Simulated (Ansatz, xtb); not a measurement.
**Two isomers of C4H5ClOSi**

Structure I is `OC1=C[Si@@H](Cl)C=C1`, a singlet and structure II is `OC1=CC=C[Si@@H]1Cl`, a singlet. Both are isolated molecules in the gas phase, relaxed with PBE-D3(BJ)/def2-SVP; the shapes shown needn't be the lowest conformers.

I (Å):

```tsv
atom	x (Å)	y (Å)	z (Å)
C	-1.5965	-1.0061	0.8041
C	-1.0224	0.1363	0.3171
C	-1.9447	-1.6911	-1.4947
C	-2.1014	-2.0055	-0.1859
Cl	0.7097	0.0031	-2.5186
O	-1.7766	-1.3696	2.0948
Si	-1.1348	0.0119	-1.5314
H	-1.4125	-0.6659	2.6661
H	-0.6185	0.9322	0.9582
H	-1.9600	1.0681	-2.2081
H	-2.2719	-2.3487	-2.3122
H	-2.5639	-2.9294	0.2010
```

II (Å):

```xyz
12

C    -1.9255   -0.6563    0.6967
C    -1.4571    0.3976   -0.0368
C    -0.8281    0.0381   -1.3256
C    -0.7638   -1.2751   -1.6955
Cl   -3.2303   -3.3260   -0.7712
O    -2.5417   -0.6390    1.8960
Si   -1.5160   -2.2398   -0.2913
H    -2.6229    0.2896    2.1974
H    -1.5325    1.4525    0.2802
H    -0.4258    0.8509   -1.9563
H    -0.3107   -1.6125   -2.6368
H    -0.5995   -3.1659    0.4525
```

Quicker runs give these differences E(II) − E(I): GFN2-xTB +2.7 kcal/mol; HF/STO-3G +3.6 kcal/mol (at GFN2-xTB geometries); r2SCAN-D4/def2-SVP +7.3 kcal/mol (at GFN2-xTB geometries).

**Question.** Estimate E(II) − E(I) at the level CCSD(T)/def2-SVP + ΔMP2/def2-TZVPP.

**Answer.** Calculated at CCSD(T)/def2-SVP + ΔMP2/def2-TZVPP: E(II) − E(I) = +8.1 kcal/mol, so structure I lies lower.

How the difference moves with the method:

```tsv
level	geometry	E(II) − E(I) (kcal/mol)	departure from the last row (kcal/mol)	job, with rough time for the two
GFN2-xTB	GFN2-xTB	+2.7	−5.5	optimisation, 0.17 s
HF/STO-3G	GFN2-xTB	+3.6	−4.5	single point, 0.4 s
r2SCAN-D4/def2-SVP	GFN2-xTB	+7.3	−0.8	single point, 2.9 s
PBE-D3(BJ)/def2-SVP	PBE-D3(BJ)/def2-SVP	+6.3	−1.9	optimisation, 17 s
HF/def2-SVP	PBE-D3(BJ)/def2-SVP	+8.8	+0.7	part of the CCSD(T) run
MP2/def2-SVP	PBE-D3(BJ)/def2-SVP	+8.0	−0.1	part of the CCSD(T) run
CCSD(T)/def2-SVP	PBE-D3(BJ)/def2-SVP	+7.6	−0.5	single point
CCSD(T)/def2-SVP + ΔMP2/def2-TZVPP	PBE-D3(BJ)/def2-SVP	+8.1		single point, 40 s
```

As drawn, both hold the same kinds of bond in the same numbers.

None of the levels shown reverses the order. The largest departure from CCSD(T)/def2-SVP + ΔMP2/def2-TZVPP is that of GFN2-xTB, 5.5 kcal/mol. The last row adds to CCSD(T) the change of the MP2 difference between the two basis sets, here +0.5 kcal/mol.

With thermal terms from frequencies at re-optimised GFN2-xTB minima (ideal gas, soft modes damped towards free rotors, one conformer each, 298.15 K, 1 atm): the zero-point term adds −0.1 kcal/mol; ΔH is +8.1 and ΔG +7.9 kcal/mol.

The correlated steps freeze 15 core orbitals. Programs: Ansatz 0.2.0, xtb 6.7.1; the last row on 2 threads of Intel(R) Xeon(R) 6975P-C (Granite Rapids) on a shared host.
